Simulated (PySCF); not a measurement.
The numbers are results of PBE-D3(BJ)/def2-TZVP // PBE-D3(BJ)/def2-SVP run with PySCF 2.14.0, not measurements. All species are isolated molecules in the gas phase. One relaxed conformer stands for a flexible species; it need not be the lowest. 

Reference species: [Zr(Cl)4] (neutral, multiplicity 1).

```yaml
HOMO–LUMO gap: 4.79 eV
charge on the central atom (Mulliken): 1.20 e
```

Changed species: [Zr(Cl)3(OH)] (1 of 4 Cl replaced by OH; the reference has 0 of 4 Cl replaced by OH).

**Question.** What does the change do to the HOMO–LUMO gap and charge on the central atom (Mulliken)?

**Answer.** the HOMO–LUMO gap rises by 0.27 eV, to 5.06 eV; the charge on the central atom (Mulliken) goes up by 0.13 e, to 1.33 e.
